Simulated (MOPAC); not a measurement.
Input for MOPAC: AM1 on C2H8OSi (a complex), monomers drawn apart or pushed together.

```
AM1 1SCF PRECISE CHARGE=0 THREADS=1
C2H8OSi

C      0.63587372 1     0.57709716 1     0.24900637 1
C     -0.04035375 1    -0.56029346 1     0.14687972 1
H      0.16449819 1     1.49099140 1     0.59027097 1
H      1.68603613 1     0.64070066 1    -0.00892310 1
H      0.42937169 1    -1.47330580 1    -0.19833528 1
H     -1.09180839 1    -0.62224085 1     0.40077639 1
O      0.62403889 1    -0.50495930 1     3.76115359 1
Si    -0.69067890 1     0.23255013 1     4.42641709 1
H      0.70054406 1    -0.46455079 1     2.79934002 1
H     -0.72187678 1     1.68654463 1     4.12205357 1
H     -0.58948994 1     0.03413045 1     5.88625803 1
H     -1.96286046 1    -0.35350978 1     3.93062157 1
```

It printed:

```
*******************************************************************************
 **                                                                           **
 **                              MOPAC v23.2.5                                **
 **                                                                           **
 *******************************************************************************
 ** MOPAC's Digital Object Identifier: https://doi.org/10.5281/zenodo.6511958 **
 **                                                                           **
 ** Please cite the open-source release paper for use of this MOPAC version:  **
 ** J. E. Moussa and J. J. P. Stewart (2026)                                  **
 ** MOPAC: An open-source semiempirical molecular orbital program             **
 ** J. Open Source Softw., 11(119), 8025, https://doi.org/10.21105/joss.08025 **
 *******************************************************************************

                              AM1 CALCULATION RESULTS

 *******************************************************************************
 *  AM1        - The AM1 Hamiltonian to be used
 *
 *
 *
 *                 CHARGE ON SYSTEM = 0
 *
 *
 *
 *  PRECISE    - TIGHTER CRITERIA TO BE USED
 *  1SCF       - DO 1 SCF AND THEN STOP
 *  THREADS=1  - MULTI-THREADING NOT USED
 *  T=         - A TIME OF 172800.0 SECONDS REQUESTED
 *  DUMP=N     - RESTART FILE WRITTEN EVERY 7200.0 SECONDS REQUESTED
 *******************************************************************************
AM1 1SCF PRECISE CHARGE=0 THREADS=1
 C2H8OSi

   ATOM   CHEMICAL          X               Y               Z
  NUMBER   SYMBOL      (ANGSTROMS)     (ANGSTROMS)     (ANGSTROMS)

     1       C          0.63587372  *   0.57709716  *   0.24900637  *
     2       C         -0.04035375  *  -0.56029346  *   0.14687972  *
     3       H          0.16449819  *   1.49099140  *   0.59027097  *
     4       H          1.68603613  *   0.64070066  *  -0.00892310  *
     5       H          0.42937169  *  -1.47330580  *  -0.19833528  *
     6       H         -1.09180839  *  -0.62224085  *   0.40077639  *
     7       O          0.62403889  *  -0.50495930  *   3.76115359  *
     8      Si         -0.69067890  *   0.23255013  *   4.42641709  *
     9       H          0.70054406  *  -0.46455079  *   2.79934002  *
    10       H         -0.72187678  *   1.68654463  *   4.12205357  *
    11       H         -0.58948994  *   0.03413045  *   5.88625803  *
    12       H         -1.96286046  *  -0.35350978  *   3.93062157  *



          CARTESIAN COORDINATES

    NO.       ATOM           X           Y           Z

     1         C          0.6359      0.5771      0.2490
     2         C         -0.0404     -0.5603      0.1469
     3         H          0.1645      1.4910      0.5903
     4         H          1.6860      0.6407     -0.0089
     5         H          0.4294     -1.4733     -0.1983
     6         H         -1.0918     -0.6222      0.4008
     7         O          0.6240     -0.5050      3.7612
     8        Si         -0.6907      0.2326      4.4264
     9         H          0.7005     -0.4646      2.7993
    10         H         -0.7219      1.6865      4.1221
    11         H         -0.5895      0.0341      5.8863
    12         H         -1.9629     -0.3535      3.9306

  H: (AM1): M.J.S. DEWAR ET AL, J. AM. CHEM. SOC. 107 3902-3909 (1985)
  C: (AM1): M.J.S. DEWAR ET AL, J. AM. CHEM. SOC. 107 3902-3909 (1985)
  O: (AM1): M.J.S. DEWAR ET AL, J. AM. CHEM. SOC. 107 3902-3909 (1985)
 Si: (AM1): M.J.S.DEWAR, C. JIE, ORGANOMETALLICS, 6, 1486-1490 (1987).

           Empirical Formula: C2 H8 O Si  =    12 atoms



      MOLECULAR POINT GROUP   :   Cs


      RHF CALCULATION, NO. OF DOUBLY OCCUPIED LEVELS = 13


 -------------------------------------------------------------------------------
 AM1 1SCF PRECISE CHARGE=0 THREADS=1
 C2H8OSi



     1SCF WAS SPECIFIED, SO BFGS WAS NOT USED
     SCF FIELD WAS ACHIEVED


                              AM1 CALCULATION
                                                       MOPAC v23.2.5 Linux




          FINAL HEAT OF FORMATION =        -41.64097 KCAL/MOL =    -174.22581 KJ/MOL


          COSMO AREA              =        142.83 SQUARE ANGSTROMS
          COSMO VOLUME            =        132.16 CUBIC ANGSTROMS

          IONIZATION POTENTIAL    =         10.881972 EV
          HOMO LUMO ENERGIES (EV) =        -10.882  1.079
          NO. OF FILLED LEVELS    =         13
          MOLECULAR WEIGHT        =         76.1701         POINT GROUP:  Cs

          MOLECULAR DIMENSIONS (Angstroms)

            Atom       Atom       Distance
            H    11    H     5     6.35080
            H    12    H     4     3.58009
            H     3    O     7     2.74735


          SCF CALCULATIONS        =          1





   ATOM   CHEMICAL          X               Y               Z
  NUMBER   SYMBOL      (ANGSTROMS)     (ANGSTROMS)     (ANGSTROMS)

     1       C          0.63587372  *   0.57709716  *   0.24900637  *
     2       C         -0.04035375  *  -0.56029346  *   0.14687972  *
     3       H          0.16449819  *   1.49099140  *   0.59027097  *
     4       H          1.68603613  *   0.64070066  *  -0.00892310  *
     5       H          0.42937169  *  -1.47330580  *  -0.19833528  *
     6       H         -1.09180839  *  -0.62224085  *   0.40077639  *
     7       O          0.62403889  *  -0.50495930  *   3.76115359  *
     8      Si         -0.69067890  *   0.23255013  *   4.42641709  *
     9       H          0.70054406  *  -0.46455079  *   2.79934002  *
    10       H         -0.72187678  *   1.68654463  *   4.12205357  *
    11       H         -0.58948994  *   0.03413045  *   5.88625803  *
    12       H         -1.96286046  *  -0.35350978  *   3.93062157  *

                             CARTESIAN COORDINATES

   1    C        0.635873720     0.577097160     0.249006370
   2    C       -0.040353750    -0.560293460     0.146879720
   3    H        0.164498190     1.490991400     0.590270970
   4    H        1.686036130     0.640700660    -0.008923100
   5    H        0.429371690    -1.473305800    -0.198335280
   6    H       -1.091808390    -0.622240850     0.400776390
   7    O        0.624038890    -0.504959300     3.761153590
   8   Si       -0.690678900     0.232550130     4.426417090
   9    H        0.700544060    -0.464550790     2.799340020
  10    H       -0.721876780     1.686544630     4.122053570
  11    H       -0.589489940     0.034130450     5.886258030
  12    H       -1.962860460    -0.353509780     3.930621570


           Empirical Formula: C2 H8 O Si  =    12 atoms



      MOLECULAR POINT GROUP   :   Cs


                  EIGENVALUES
 -36.23516 -33.65126 -22.26022 -18.55664 -16.26661 -15.86302 -14.55031 -14.24002
 -13.50426 -12.23310 -11.63204 -11.02349 -10.88197   1.07858   1.41222   1.65433
   1.75968   2.01568   3.85993   4.21965   4.86933   5.35181   5.42565   5.64713


              NET ATOMIC CHARGES AND DIPOLE CONTRIBUTIONS

  ATOM NO.   TYPE          CHARGE      No. of ELECS.   s-Pop       p-Pop
    1          C          -0.224044        4.2240     1.24293     2.98111
    2          C          -0.223833        4.2238     1.24294     2.98090
    3          H           0.110726        0.8893     0.88927
    4          H           0.114558        0.8854     0.88544
    5          H           0.114564        0.8854     0.88544
    6          H           0.110789        0.8892     0.88921
    7          O          -0.610434        6.6104     1.83801     4.77243
    8         Si           1.056298        2.9437     0.82543     2.11827
    9          H           0.240718        0.7593     0.75928
   10          H          -0.247858        1.2479     1.24786
   11          H          -0.193570        1.1936     1.19357
   12          H          -0.247914        1.2479     1.24791
 DIPOLE           X         Y         Z       TOTAL
 POINT-CHG.    -0.750     0.490    -0.407     0.983
 HYBRID         0.106     0.001    -0.725     0.732
 SUM           -0.644     0.491    -1.131     1.391


          ATOMIC ORBITAL ELECTRON POPULATIONS

     Atom    s        px        py        pz
    1  C   1.24293   1.00665   0.97233   1.00213
    2  C   1.24294   1.00204   0.97758   1.00128
    3  H   0.88927
    4  H   0.88544
    5  H   0.88544
    6  H   0.88921
    7  O   1.83801   1.64916   1.83919   1.28408
    8 Si   0.82543   0.63174   0.72116   0.76537
    9  H   0.75928
   10  H   1.24786
   11  H   1.19357
   12  H   1.24791

 **********************
 *                    *
 * JOB ENDED NORMALLY *
 *                    *
 **********************




 == MOPAC DONE ==
```

The run finished.

Cost: very roughly 0.06 core-seconds.
